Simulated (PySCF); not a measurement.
Ionisation energy of Ne(2+) by level of theory

Ne(2+) [He] 2s2 2p4 (3P) → Ne(3+) [He] 2s2 2p3 (4S), as a difference of total energies. Computed with PySCF 2.14 in ANO-RCC-VTZP, with the spin-free X2C one-electron Hamiltonian (Gaussian nucleus). Correlated levels: valence: 1s2 frozen. The calculations carry no spin-orbit coupling.

```csv
method,ionisation energy (eV)
UHF,61.849
MP2 (valence),63.029
SCS-MP2 (valence),63.130
CCSD (valence),63.068
CCSD(T) (valence),63.084
CCSDT (valence),63.085
```

**Question.** How much does correlation contribute at CCSD(T) (valence)?

**Answer.** 63.084 − (61.849) = 1.235 eV, measured against UHF.

A first-order spin-orbit estimate (lowest level to lowest level, LS coupling) adds 0.038 eV.

Errors of the correlated levels include the incompleteness of this basis and the frozen core.

For comparison: 63.423 eV (measured; NIST Atomic Spectra Database, ionization energies).
